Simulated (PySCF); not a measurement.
C₆H₁₀FOP.
Atom-mapped SMILES: `[CH3:1][C:2]([CH3:3])([CH3:4])[P@@:5]1(=[O:6])[CH:7]=[C:8]1[F:9]` (hydrogens: H10, H11, H12 on C1; H13, H14, H15 on C3; H16, H17, H18 on C4; H19 on C7)

A GFN2-xTB structure was refined with PBE0-D3(BJ)/def2-SVP geometry optimisation, gas phase (PySCF 2.14.0). Its GFN2-xTB values:

```tsv
coordinate	GFN2-xTB
C1–C2	1.524 Å
C1–H10	1.089 Å
C2–P5	1.860 Å
P5=O6	1.463 Å
P5–C7	1.822 Å
P5–C8	1.804 Å
C7=C8	1.338 Å
C7–H19	1.072 Å
C8–F9	1.328 Å
C1–C2–C3	111.4°
C2–P5–O6	116.9°
C4–C2–P5	110.4°
P5–C8–F9	155.0°
O6–P5–C7	123.8°
O6–P5–C8	123.9°
C7–P5–C8	43.3°
C7–C8–F9	135.5°
C2–P5–C7–C8	99°
```

Question: How do these coordinates change at the PBE0-D3(BJ)/def2-SVP level?

Answer: 
```json
{"coordinate": "P5–C8", "PBE0-D3(BJ)/def2-SVP (Å or °)": "1.762", "change": "-0.042"}
{"coordinate": "P5–C7", "PBE0-D3(BJ)/def2-SVP (Å or °)": "1.787", "change": "-0.035"}
{"coordinate": "P5=O6", "PBE0-D3(BJ)/def2-SVP (Å or °)": "1.491", "change": "+0.028"}
{"coordinate": "C8–F9", "PBE0-D3(BJ)/def2-SVP (Å or °)": "1.308", "change": "-0.020"}
{"coordinate": "C7–H19", "PBE0-D3(BJ)/def2-SVP (Å or °)": "1.091", "change": "+0.019"}
{"coordinate": "C2–P5", "PBE0-D3(BJ)/def2-SVP (Å or °)": "1.846", "change": "-0.014"}
{"coordinate": "C1–H10", "PBE0-D3(BJ)/def2-SVP (Å or °)": "1.102", "change": "+0.013"}
{"coordinate": "C1–C2", "PBE0-D3(BJ)/def2-SVP (Å or °)": "1.532", "change": "+0.008"}
{"coordinate": "C7=C8", "PBE0-D3(BJ)/def2-SVP (Å or °)": "1.332", "change": "-0.006"}
{"coordinate": "C2–P5–O6", "PBE0-D3(BJ)/def2-SVP (Å or °)": "112.2", "change": "-4.7"}
{"coordinate": "O6–P5–C8", "PBE0-D3(BJ)/def2-SVP (Å or °)": "128.6", "change": "+4.7"}
{"coordinate": "O6–P5–C7", "PBE0-D3(BJ)/def2-SVP (Å or °)": "127.1", "change": "+3.3"}
{"coordinate": "C7–C8–F9", "PBE0-D3(BJ)/def2-SVP (Å or °)": "137.4", "change": "+1.9"}
{"coordinate": "P5–C8–F9", "PBE0-D3(BJ)/def2-SVP (Å or °)": "153.4", "change": "-1.6"}
{"coordinate": "C1–C2–C3", "PBE0-D3(BJ)/def2-SVP (Å or °)": "110.3", "change": "-1.1"}
{"coordinate": "C4–C2–P5", "PBE0-D3(BJ)/def2-SVP (Å or °)": "111.4", "change": "+1.0"}
{"coordinate": "C7–P5–C8", "PBE0-D3(BJ)/def2-SVP (Å or °)": "44.1", "change": "+0.8"}
{"coordinate": "C2–P5–C7–C8", "PBE0-D3(BJ)/def2-SVP (Å or °)": "100", "change": "+1"}
```

The energy falls by 3.3 kcal/mol over 10 energy and gradient evaluations, the largest force component goes from 0.0534 to 1.7e-04 Eh/bohr, and the atoms move by 0.045 Å rms after alignment. The bond that changes most is P5–C8 (phosphoryl phosphorus to vinylic C–F carbon), which shortens by 0.042 Å. Bonds longer at the end by more than 0.005 Å: 14 of 19; shorter: 5. Rotational constants go from 2048, 1066, 929.9 to 2046, 1081, 942.9 MHz.

The run used 180 basis functions and 70 SCF cycles in all.

No frequency check.

Conformer computed: `[CH3:1][C:2]([CH3:3])([CH3:4])[P@@:5]1(=[O:6])[CH:7]=[C:8]1[F:9]`: C1–C2–P5–O6 58°.
